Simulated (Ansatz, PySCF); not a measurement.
Gas-phase reaction (SMILES): FC(F)(F)F + 3 C (CH4) → 4 CF (CH3F) [fluoromethane]; bond separation energy.

Geometries: B3LYP-D3(BJ)/def2-TZVP minima from Ansatz (a program for electronic structure). Valence correlation only, unless marked. Spin-orbit coupling is left out. No relativistic terms. Basis-set limits of correlation are two-point, X^-3; Hartree-Fock from the larger set. [CCSD(T)-MP2]/basis is that difference in the basis named. Thermal terms are rigid-rotor harmonic-oscillator values from B3LYP-D3(BJ) frequencies (Ansatz or PySCF) at 298.15 K and 1 atm. 1 Eh = 627.5095 kcal/mol.

```
species    E, RI-MP2/CBS(aug-cc-pVTZ,aug-cc-pVQZ)+[CCSD(T)-MP2]/aug-cc-pVTZ (Ansatz) (Eh)  E, wB97M-V/def2-TZVPD (Ansatz) (Eh)  H - E (Eh)  G - E (Eh)
---------  ------------------------------------------------------------------------------  -----------------------------------  ----------  ----------
FC(F)(F)F                                                                      -437.22343                           -437.59514     0.02168    -0.00806
C (CH4)                                                                         -40.46129                            -40.49098     0.04840     0.02728
CF (CH3F)                                                                      -139.63296                           -139.74790     0.04297     0.01769
```

Q: Work out ΔE and ΔH, ΔG, ΔS and the equilibrium constant at 298.15 K at the first level, then ΔH at the second.

A: 
1. ΔE = [4×(-139.63296)] - [(-437.22343) + 3×(-40.46129)] = 0.07546 Eh = 47.4 kcal/mol at RI-MP2/CBS(aug-cc-pVTZ,aug-cc-pVQZ)+[CCSD(T)-MP2]/aug-cc-pVTZ.
2. The terms H - E add up to 0.00500 Eh, so ΔH = (0.07546 + (0.00500))×627.5095 = 50.5 kcal/mol.
3. The terms G - E add up to -0.00302 Eh, so ΔG = 45.5 kcal/mol, and ΔS = (0.00500 - (-0.00302))×627509.5/298.15 = 16.9 cal/(mol K).
4. log10 K = -ΔG/(RT ln 10) = -33.4, with RT ln 10 = 1.3642 kcal/mol.
5. With ΔH and ΔS taken as constant, ΔG changes sign near ΔH/ΔS = 2990 K, a rough figure that leaves out heat capacities.
6. At wB97M-V/def2-TZVPD the same steps give ΔE = 48.0 and ΔH = 51.1 kcal/mol, a shift of +0.6 from the first level.
7. Tabulated enthalpies of formation (FC(F)(F)F -223.1 kcal/mol, ATcT 1.112; C (CH4) -17.8 kcal/mol, ATcT 1.112; CF (CH3F) -56.5 kcal/mol, ATcT 1.112) give ΔH = 50.5, so the errors are +0.0 and +0.6 kcal/mol; the tables hold anharmonic motion, scalar relativity, which both levels lack, and core correlation, which the frozen-core level lacks.
